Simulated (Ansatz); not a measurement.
Gas-phase electronic energies from Ansatz, PBE0-D4/def2-TZVP geometries. CBS: MP2 limit from def2 TZ/QZ plus the TZ coupled-cluster correction, frozen cores. Functionals use def2-TZVPP. One conformer a species, not always the lowest.

Reaction (isomerisation): `CC[SiH2]SC` → `CC[SiH2]CS`

| species | PBE energy (Eh) |
| --- | --- |
| `CC[SiH2]SC` | -807.61865 |
| `CC[SiH2]CS` | -807.59327 |

Problem. Work out ΔE.

Solution. ΔE = (-807.59327) − (-807.61865) = 0.02538 Eh = +15.9 kcal/mol. CCSD(T)/CBS gives +15.2 kcal/mol.

Largest T1 diagnostic among the species: 0.010.

In def2-TZVPP, CCSD(T) changes the Hartree–Fock value by −1.6 kcal/mol (the triples alone add +0.0 kcal/mol) and MP2 by −0.8 kcal/mol.
